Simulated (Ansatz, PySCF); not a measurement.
C₂H₄AlBr, SMILES C=[CH][AlH][Br]. Atoms are numbered in the order given.

```xyz
8

Al    -0.6367    -0.5766    -0.0979
H     -2.0916    -0.8010     0.4680
Br     0.5247     1.2428     0.6008
C      0.1606    -1.8122    -1.3607
C     -0.5379    -2.8910    -1.7699
H      1.1711    -1.6817    -1.7717
H     -0.1378    -3.6238    -2.4827
H     -1.5543    -3.0984    -1.4100
```

Coordinates come from a TPSSh-D3(BJ)/def2-SVP optimisation. The structure was generated by enumeration; whether it is a known compound was not checked. One conformer was computed; it need not be the lowest.

Two levels are set side by side: PBE-D3(BJ)/def2-SVP (Ansatz, an electronic-structure program) and TPSSh-D3(BJ)/def2-SVP (PySCF). Each level has its own optimised geometry; the coordinates shown are those of the second. Frequencies come from the Hessian of PySCF at each geometry. Differences are taken from unrounded values.

```
quantity                            TPSSh-D3(BJ)  PBE-D3(BJ)  PBE-D3(BJ) minus TPSSh-D3(BJ)
----------------------------------  ------------  ----------  -----------------------------
mean bond length (Å)                       1.490       1.498                          0.008
bond Al1–Br3 (Å)                           2.269       2.277                          0.008
bond Al1–C4 (Å)                            1.938       1.943                          0.005
bond C4–C5 (Å)                             1.349       1.354                          0.005
bond Al1–H2 (Å)                            1.577       1.593                          0.016
bond C4–H6 (Å)                             1.099       1.106                          0.008
bond C5–H7 (Å)                             1.098       1.106                          0.008
bond C5–H8 (Å)                             1.098       1.106                          0.008
highest harmonic wavenumber (cm⁻¹)          3183        3113                            -70
mean harmonic wavenumber (cm⁻¹)             1214        1178                            -36
zero-point energy (kcal/mol)               31.23       30.31                          -0.92
```

Exact exchange shortens and stiffens bonds; PBE has none. Differences between two approximate levels are no errors against the true value.
